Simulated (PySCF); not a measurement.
C₉H₁₁Cl, SMILES CC(C)c1ccccc1Cl (GFN2-xTB optimised geometry):

```
21

C     -1.308    -2.314    -1.270
C     -1.511    -1.481    -0.002
C     -1.305    -2.323     1.260
C     -0.646    -0.242     0.000
C     -1.271     1.003     0.001
C     -0.559     2.188     0.001
C      0.824     2.158     0.000
C      1.474     0.939     0.000
C      0.747    -0.242     0.000
Cl     1.675    -1.707    -0.001
H     -0.309    -2.738    -1.307
H     -1.455    -1.697    -2.154
H     -2.027    -3.130    -1.293
H     -2.553    -1.139     0.000
H     -1.439    -1.709     2.148
H     -2.032    -3.132     1.284
H     -0.311    -2.758     1.286
H     -2.351     1.038     0.001
H     -1.084     3.132     0.001
H      1.395     3.073     0.000
H      2.553     0.894     0.000
```

Level of theory: PBE0/def2-SVP run with PySCF.

Task: What are the frontier orbital energies and the dipole moment?

Result: HOMO-2 -8.45 eV, HOMO-1 -7.37 eV, HOMO -6.98 eV, LUMO -0.32 eV, LUMO+1 -0.23 eV; dipole moment 1.31 D.

Meta-Löwdin charges at PBE0/def2-SVP: C1 -0.30, C2 -0.05, C3 -0.30, C4 0.01, C5 -0.11, C6 -0.11, C7 -0.11, C8 -0.11, C9 0.01, Cl10 -0.07, H11 0.10, H12 0.10, H13 0.10, H14 0.09, H15 0.10, H16 0.10, H17 0.10, H18 0.11, H19 0.11, H20 0.11, H21 0.12.
